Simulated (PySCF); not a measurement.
H5ClOSi2, singlet, at a GFN2-xTB geometry. Base run: PySCF with M062X/6-31G, TDA.

Here is a job for PySCF.
```python
from pyscf import gto, scf, dft, tdscf

mol = gto.Mole()
mol.atom = '''
    Si   -2.12542774   -0.01999325   -0.65768460
    O    -0.50588154    0.08430729   -0.76578103
    Si    1.07396114    0.09045267   -0.45929182
    Cl    1.36098185   -0.10919428    1.51315373
    H    -2.47165327   -1.31769804   -1.23085735
    H    -2.61632270    1.10826630   -1.44291624
    H    -2.48917871    0.07702883    0.75339044
    H     1.56934170    1.38808408   -0.89182970
    H     1.63870652   -1.06026869   -1.14748252
'''
mol.basis = '6-31g'
mol.verbose = 4
mol.build()

mf = dft.RKS(mol)
mf.xc = 'm062x'
mf.kernel()
td = mf.TDA()
td.nstates = 5
td.kernel()
td.analyze()
```

Variants of this job, named by their change:

```csv
change,first excitation (eV),oscillator strength of the first,second (eV),core-seconds (rough)
base,7.56,0.003,7.87,100
functional = lc_wpbe,7.93,0.003,8.23,60
guess vectors = 13 for 5 states,7.56,0.003,7.87,80
functional = b3lyp,7.19,0.001,7.51,30
conv_tol = 1e-3,7.56,0.003,7.87,80
functional = hf,9.11,0.011,9.36,3
states = triplets,7.19,-,7.49,90
functional = bhandhlyp,7.96,0.003,8.26,40
nstates = 2,7.56,0.003,7.87,70
functional = camb3lyp,7.55,0.002,7.85,60
```

An iterative solver can miss low states, so a row lists the states that it found.
